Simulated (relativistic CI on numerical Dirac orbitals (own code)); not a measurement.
**Pt+ (5d9) in a crystal field**

Calculated by Dirac-Coulomb-Breit CI, orbitals from a KLI potential per configuration, model QED (radiative potential, 1s self-energy scaled to tabulated hydrogen-like ionisation energies), valence Slater integrals scaled by 0.9, one configuration in a parametric crystal field (own radial code).

Field parameters in Wybourne normalisation: Oh B⁴₀ = 21Dq, B⁴₄ = √(5/14) B⁴₀. The field is a parameter set, without covalency.

S is read from ⟨S²⟩ = S(S + 1).

Levels (cm⁻¹, degeneracy): 0 (4), 5400 (2), 13065 (4).

(1) Which field gives this pattern?
A. Oh, 10Dq = 20200 cm⁻¹
B. Oh, 10Dq = 33100 cm⁻¹
C. Oh, 10Dq = 26650 cm⁻¹
D. Oh, 10Dq = 7250 cm⁻¹

## Answers

(1) D. Oh, 10Dq = 7250 cm⁻¹, ground level with S = 0.50.
